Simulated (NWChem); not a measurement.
A series in which one site is exchanged, each optimised at PBE0/def2-SVP with NWChem, gas phase unless a solvent is named. Pople sets run with spherical d functions. This build's default masses of Se (78.918 u) and Br (79.917 u) are each other's, which moves their modes by up to 0.6 %. Shieldings are non-relativistic GIAO values without spin-orbit effects.

A: [Br][Cu]<-[NH3] (CuNH3Br; site = Br)
B: [NH3]->[Cu][F] (CuNH3F; site = F)
C: [NH3]->[CuH] (CuNH4; site = H)
D: [Cu](<-[NH3])[Cl] (CuNH3Cl; site = Cl)

Values for A:

```
Item                                           Result
---------------------------------------------  ------
dipole (D), PBE0/def2-SVP                        9.35
orbital gap (eV), PBE0/def2-SVP                  5.34
15N shift against ammonia, B3LYP/6-31G* (ppm)   -11.6
```

How do these values change for the other members?


```
change from A                                      B      C      D
---------------------------------------------  -----  -----  -----
dipole (D), PBE0/def2-SVP                      -0.79  -2.52  -0.21
orbital gap (eV), PBE0/def2-SVP                +0.02  -0.02  +0.15
15N shift against ammonia, B3LYP/6-31G* (ppm)   -3.1   +9.6   -1.3
```
